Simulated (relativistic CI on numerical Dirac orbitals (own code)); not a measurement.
# Forbidden lines of Sb³³⁺

Calculated at this level of theory: Dirac-Coulomb-Breit CI, KLI orbitals optimised for each configuration, model QED (radiative potential, 1s self-energy scaled to tabulated hydrogen-like ionisation energies), unscaled Slater integrals (own radial code, finite nucleus).

Configurations in the expansion (outside the closed core [Ne]): 3s2 3p6, 3s2 3p5 3d, 3s 3p6 3d, 3s2 3p5 4s, 3s2 3p5 4p, 3s2 3p5 4d, 3s 3p6 4s, 3p6 3d 4p, 3s2 3p5 4f, 3s 3p6 4p, 3s 3p6 4d, 3s 3p6 4f, 3s2 3p5 5s, 3s2 3p5 5p, 3s2 3p5 5d, 3s2 3p5 5f, 3s2 3p5 5g, 3s 3p6 5s, 3s 3p6 5p, 3s 3p6 5d, 3s 3p6 5f, 3p6 3d2, 3p5 3d3, 3p5 3d2 4s, 3p5 3d2 4p, 3p5 3d2 4d, 3p6 3d 4s, 3p5 3d 4s2, 3p5 3d 4s 4p, 3p5 3d 4s 4d, 3p6 4s2, 3p5 4s2 4p, 3p5 4s2 4d. Double excitations out of closed p, d and f shells are left out; levels of such configurations are missing from the list, as are those of other unlisted configurations, and high levels can miss mixing partners. These lack a partner that the ground configuration has and come out too high: 3s2 3p5 4f, 3s2 3p5 5s, 3s2 3p5 5p, 3s2 3p5 5d, 3s2 3p5 5f.

| λ vac (nm) | Lower | Upper | Type | A (s⁻¹) | E lower (10³ cm⁻¹) | E upper (10³ cm⁻¹) |
| --- | --- | --- | --- | --- | --- | --- |
| 0.95150 | 3s2 3p6 1S_0 [1] | 3s 3p6 4d 1D_2 [184] | E2 | 2.10e+10 | 0.0 | 10509.8 |
| 1.3010 | 3s2 3p5 3d 3F°_4 [6] | 3s2 3p5 4d 3F°_4 [155] | E2 | 1.80e+09 | 1317.1 | 9003.4 |
| 1.3031 | 3s2 3p5 3d 3D°_2 [5] | 3s2 3p5 4d 3P°_0 [151] | E2 | 2.69e+09 | 1265.7 | 8939.6 |
| 1.3065 | 3s2 3p5 3d 1F°_3 [12] | 3s2 3p5 4d 3F°_3 [169] | E2 | 2.12e+09 | 1840.3 | 9494.4 |
| 1.4860 | 3s2 3p5 3d 3P°_0 [2] | 3s2 3p5 4s 3P°_2 [137] | E2 | 1.52e+08 | 1168.6 | 7898.3 |
| 1.4946 | 3s2 3p5 3d 3P°_1 [3] | 3s2 3p5 4s 3P°_2 [137] | E2 | 4.30e+08 | 1207.4 | 7898.3 |
| 1.4997 | 3s2 3p5 3d 3F°_2 [10] | 3s2 3p5 4s 3P°_0 [141] | E2 | 1.40e+09 | 1705.6 | 8373.7 |
| 1.5042 | 3s2 3p5 3d 3F°_3 [4] | 3s2 3p5 4s 3P°_2 [137] | E2 | 4.32e+08 | 1250.0 | 7898.3 |
| 1.5072 | 3p6 3d2 3F_3 [19] | 3p6 3d 4s 3D_3 [207] | E2 | 4.27e+08 | 5609.6 | 12244.5 |
| 1.5077 | 3s2 3p5 3d 3D°_2 [5] | 3s2 3p5 4s 3P°_2 [137] | E2 | 5.90e+08 | 1265.7 | 7898.3 |
| 1.5096 | 3p5 3d3 5F°_2 [27] | 3p5 3d2 4s 5G°_4 [263] | E2 | 2.87e+08 | 6667.5 | 13291.7 |
| 1.5098 | 3p6 3d2 3F_2 [18] | 3p6 3d 4s 3D_2 [198] | E2 | 7.74e+08 | 5521.7 | 12144.8 |
| 1.5113 | 3p6 3d2 3F_2 [18] | 3p6 3d 4s 3D_1 [197] | E2 | 1.03e+09 | 5521.7 | 12138.4 |
| 1.5183 | 3p5 3d3 5F°_3 [30] | 3p5 3d2 4s 5G°_4 [263] | E2 | 3.42e+08 | 6705.5 | 13291.7 |
| 1.5195 | 3s2 3p5 3d 3F°_4 [6] | 3s2 3p5 4s 3P°_2 [137] | E2 | 1.23e+09 | 1317.1 | 7898.3 |
| 1.5198 | 3p6 3d2 3F_4 [21] | 3p6 3d 4s 3D_3 [207] | E2 | 1.10e+09 | 5664.9 | 12244.5 |
| 1.5211 | 3p6 3d2 3P_2 [22] | 3p6 3d 4s 3D_3 [207] | E2 | 3.23e+08 | 5670.4 | 12244.5 |
| 1.5253 | 3s2 3p5 3d 3D°_2 [11] | 3s2 3p5 4s 3P°_0 [141] | E2 | 1.87e+09 | 1817.6 | 8373.7 |
| 1.5253 | 3p6 3d2 3P_1 [23] | 3p6 3d 4s 3D_3 [207] | E2 | 2.68e+08 | 5688.5 | 12244.5 |
| 1.5286 | 3p5 3d3 5D°_3 [33] | 3p5 3d2 4s 5G°_4 [263] | E2 | 2.97e+08 | 6749.9 | 13291.7 |
| 1.5302 | 3p6 3d2 3F_3 [19] | 3p6 3d 4s 3D_2 [198] | E2 | 6.86e+08 | 5609.6 | 12144.8 |
| 1.5317 | 3p6 3d2 3F_3 [19] | 3p6 3d 4s 3D_1 [197] | E2 | 6.75e+08 | 5609.6 | 12138.4 |
| 1.5353 | 3p5 3d3 5G°_5 [36] | 3p5 3d2 4s 5G°_4 [263] | E2 | 3.34e+08 | 6778.2 | 13291.7 |
| 1.5387 | 3p6 3d2 1G_4 [24] | 3p6 3d 4s 1D_2 [210] | E2 | 1.64e+09 | 5757.3 | 12256.4 |
| 1.5400 | 3s2 3p5 3d 3D°_3 [8] | 3s2 3p5 4s 3P°_2 [137] | E2 | 4.52e+08 | 1404.9 | 7898.3 |
| 1.5415 | 3p6 3d2 1G_4 [24] | 3p6 3d 4s 3D_3 [207] | E2 | 4.53e+08 | 5757.3 | 12244.5 |
| 1.5421 | 3p5 3d3 5G°_6 [39] | 3p5 3d2 4s 5G°_4 [263] | E2 | 4.71e+08 | 6806.9 | 13291.7 |
| 1.5432 | 3p6 3d2 3F_4 [21] | 3p6 3d 4s 3D_2 [198] | E2 | 8.71e+08 | 5664.9 | 12144.8 |
| 1.5445 | 3p6 3d2 3P_2 [22] | 3p6 3d 4s 3D_2 [198] | E2 | 3.69e+08 | 5670.4 | 12144.8 |
| 1.5449 | 3p6 3d2 3P_2 [25] | 3p6 3d 4s 1D_2 [210] | E2 | 1.02e+09 | 5783.5 | 12256.4 |

Terms are leading LS components. Brackets give the number of a level in order of energy, since labels repeat. The list gives strong lines, with weight on those to low levels, among the lowest 400 of 1357 levels, so that lines to higher ones, which can be the strongest, are missing. Levels whose partners in the same complex of configurations lie outside the list can be far off, and so can their lines. Rates are taken at the computed energies, electric ones in the length gauge.

At this charge energies of transitions that change n are usually good to better than 1 %, and those within a shell (Δn = 0) to a few per cent.

Task: From the table, what is the radiative lifetime of 3s2 3p5 4s 3P°_2?

Result: The listed rates from this level add up to about 3.28e+09 s⁻¹, 97 % of its decay; with all channels τ = 2.96e-10 s.

LS names give the leading component of a level, which can be under half, so a name can repeat, a term be missing and a line seem to break the LS rules.
